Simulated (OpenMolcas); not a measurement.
Computed levels of 5d² in ions with 70 electrons, in cm-1 above ³F₂.

| Item | Value |
| --- | --- |
| Program | OpenMolcas 26.06 |
| Method | CASSCF |
| Basis | ANO-R2 |
| Scalar Hamiltonian | X2C, finite nucleus |
| Spin-orbit coupling | RASSI with atomic mean-field integrals over the reference wave functions, term energies averaged over their components |

Active space for each ion: 2 electrons in 5 orbitals (5d).

| Level | W4+ | Re5+ | Ir7+ |
| --- | --- | --- | --- |
| ³F₃ | 6521 | 8098 | 12384 |
| ³F₄ | 12278 | 14995 | 21883 |
| ³P₀ | 14753 | 16516 | 19687 |
| ³P₁ | 18409 | 21187 | 27368 |
| ¹G₄ | 25064 | 29101 | 38400 |
| ³P₂ | 25651 | 30209 | 41097 |
| ¹S₀ | 50063 | 57068 | 71314 |

Q: Estimate ³F₄, ³P₀, ³P₁ for Os6+ from its neighbours Re5+ and Ir7+.

A: ³F₄ is fine structure, which grows about as the fourth power of a screened charge, so the fourth roots are averaged: ((14995^0.25 + 21883^0.25) / 2)^4 = 18196. The calculation gives 18364, so the estimate is off by -0.9 %.
³P₀ is another term, which grows about linearly with the charge: (16516 + 19687) / 2 = 18102. The calculation gives 18122, so the estimate is off by -0.1 %; the measured value is 15837 (van het Hof, Joshi, Wyart and Sugar, J. Res. Natl. Inst. Stand. Technol. 100, 687 (1995)).
³P₁ is another term, which grows about linearly with the charge: (21187 + 27368) / 2 = 24278. The calculation gives 24215, so the estimate is off by +0.3 %; the measured value is 22098 (van het Hof, Joshi, Wyart and Sugar, J. Res. Natl. Inst. Stand. Technol. 100, 687 (1995)).

Mixed levels, with the weight of the term that names them: W4+ ³P₂ (59 %), Re5+ ³P₂ (58 %), Os6+ ³P₂ (56 %), Ir7+ ³P₂ (55 %).

Without dynamic correlation excited terms often stand tens of per cent too high (terms of higher spin than the ground term too low), and those without a measured partner can miss by more than the paired ones. Measured partners are found by configuration, term and J. A level has none where our copy of the source lacks it or the pairing is in doubt (some pairs that miss far off the trend of their configuration count as doubtful), and it then counts in no deviation. Only configurations of the active space appear.
